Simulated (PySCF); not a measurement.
## BeSe⁺: from constants to spectrum

UHF-CCSD(T) constants of BeSe⁺, ²Π (doublet), unpaired electrons π ↑ (basis Be pcseg-1, Se pcseg-1; no relativity; PySCF 2.14; masses 9.0122 and 79.9165 u):

| Item | Value |
| --- | --- |
| ωe | 690.1 cm⁻¹ |
| ωexe | 4.61 cm⁻¹ |
| Be | 0.51246 cm⁻¹ |
| αe | 0.00462 cm⁻¹ |
| D (centrifugal) | 1.13e-06 cm⁻¹ |
| De to Be⁺ + Se | 2.57 eV |

Question: Give the vibrational terms G(v) and spacings up to v = 6.

Answer: G(v) = ωe(v+½) − ωexe(v+½)².

```
v  G(v) (cm⁻¹)  G(v) − G(v−1)  Bv (cm⁻¹)
0          344                    0.5101
1         1025            681     0.5055
2         1696            672     0.5009
3         2359            662     0.4963
4         3012            653     0.4917
5         3656            644     0.4871
6         4291            635     0.4824
```

Question: How well does the Morse estimate ωe²/(4ωexe) reproduce De, and what is D0?

Answer: It gives 3.20 eV, 125 % of the computed De. D0 = De − G(0) = 2.57 − 0.04 = 2.53 eV.

Correlated steps freeze 9 core orbitals. Correlated levels converge slowly with the basis: in double zeta they bind strong bonds too weakly, by up to about 1 eV, and carry superposition errors of some tenths. Spin–orbit coupling is left out. For an ion De counts to the pair picked by the measured ionisation energies or electron affinities, which need not be the lowest pair at this level. The state is the lowest determinant that a PBE0 search found; another state may lie lower at other levels.
